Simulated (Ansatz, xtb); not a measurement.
**Relative energy of two isomers of C2H9NO2Si2**

Structure a: `CN1[SiH2]CO[Si@@H]1O`, a singlet. Structure b: `C=C[SiH2]O[Si@H](N)O`, a singlet. Both are isolated molecules in the gas phase, relaxed with PBE0-D3(BJ)/def2-SVP; the shapes shown needn't be the lowest conformers.

a (Å):

```xyz
16

C    -1.8115   -0.4615    0.0682
C     2.1200    0.9417   -0.1083
N    -0.4338   -0.0223    0.1957
O     1.9529    0.4038    1.1928
O     0.4834   -1.6347    2.3391
Si    0.5065    0.6584   -1.1031
Si    0.4510   -0.1155    1.6879
H    -2.5255    0.3814    0.0532
H    -1.9671   -1.0431   -0.8568
H    -2.0917   -1.1196    0.9063
H    -0.0655    1.9235   -1.6676
H     0.6617   -0.2945   -2.2507
H     2.9878    0.4620   -0.5934
H     2.3574    2.0185   -0.0400
H    -0.0929    0.7060    2.7927
H     0.8459   -2.3283    1.7791
```

b (Å):

```json
{"atom": "C", "x (Å)": "1.2662", "y (Å)": "2.1805", "z (Å)": "-2.5728"}
{"atom": "C", "x (Å)": "0.4381", "y (Å)": "1.1430", "z (Å)": "-2.7550"}
{"atom": "N", "x (Å)": "2.7784", "y (Å)": "1.8766", "z (Å)": "0.7072"}
{"atom": "O", "x (Å)": "0.8251", "y (Å)": "0.2047", "z (Å)": "-0.0366"}
{"atom": "O", "x (Å)": "3.3677", "y (Å)": "-0.2375", "z (Å)": "-0.9802"}
{"atom": "Si", "x (Å)": "-0.0828", "y (Å)": "-0.0427", "z (Å)": "-1.4064"}
{"atom": "Si", "x (Å)": "2.4454", "y (Å)": "0.2312", "z (Å)": "0.3129"}
{"atom": "H", "x (Å)": "1.5363", "y (Å)": "2.8526", "z (Å)": "-3.3956"}
{"atom": "H", "x (Å)": "1.7071", "y (Å)": "2.4109", "z (Å)": "-1.5940"}
{"atom": "H", "x (Å)": "0.0291", "y (Å)": "0.9805", "z (Å)": "-3.7627"}
{"atom": "H", "x (Å)": "-1.5151", "y (Å)": "0.1718", "z (Å)": "-1.0482"}
{"atom": "H", "x (Å)": "0.0756", "y (Å)": "-1.4437", "z (Å)": "-1.9026"}
{"atom": "H", "x (Å)": "2.7270", "y (Å)": "-0.7785", "z (Å)": "1.3607"}
{"atom": "H", "x (Å)": "3.7146", "y (Å)": "2.1548", "z (Å)": "0.9803"}
{"atom": "H", "x (Å)": "2.0792", "y (Å)": "2.3951", "z (Å)": "1.2286"}
{"atom": "H", "x (Å)": "3.3052", "y (Å)": "0.3371", "z (Å)": "-1.7518"}
```

Task: Which of the two would you expect CCSD(T)/def2-SVP + ΔMP2/def2-TZVPP electronic energies to favour?

Result: Structure b; the calculation gives E(b) − E(a) = −87.8 kJ/mol.

The same difference at several levels:

| level | geometry | E(b) − E(a) (kJ/mol) | departure from the last row (kJ/mol) | job, with rough time for the two |
| --- | --- | --- | --- | --- |
| PBE0-D3(BJ)/def2-SVP | PBE0-D3(BJ)/def2-SVP | −45.4 | +42.4 | optimisation, 89 s |
| HF/def2-SVP | PBE0-D3(BJ)/def2-SVP | −82.6 | +5.3 | part of the CCSD(T) run |
| MP2/def2-SVP | PBE0-D3(BJ)/def2-SVP | −71.7 | +16.2 | part of the CCSD(T) run |
| CCSD(T)/def2-SVP | PBE0-D3(BJ)/def2-SVP | −72.4 | +15.4 | single point |
| CCSD(T)/def2-SVP + ΔMP2/def2-TZVPP | PBE0-D3(BJ)/def2-SVP | −87.8 |  | single point, 81 s |

As drawn, b has 1 C=C, 1 O–Si, 2 N–H in place of 1 C–N, 1 N–Si, 1 C–O, 2 C–H. Structure a has a 5-membered ring, b no ring.

None of the levels shown reverses the order. The largest departure from CCSD(T)/def2-SVP + ΔMP2/def2-TZVPP is that of PBE0-D3(BJ)/def2-SVP, 42.4 kJ/mol. Levels run at GFN2-xTB geometries aren't shown. The last row adds to CCSD(T) the change of the MP2 difference between the two basis sets, here −15.4 kJ/mol, a large step that makes the value less sure.

With thermal terms from frequencies at re-optimised GFN2-xTB minima (ideal gas, soft modes damped towards free rotors, one conformer each, 298.15 K, 1 atm): the zero-point term adds −8.7 kJ/mol; ΔH is −92.4 and ΔG −102.3 kJ/mol.

The correlated steps freeze 15 core orbitals. Run with Ansatz 0.2.0, xtb 6.7.1; the last row on 4 threads of Arm Neoverse V1 on a shared host.
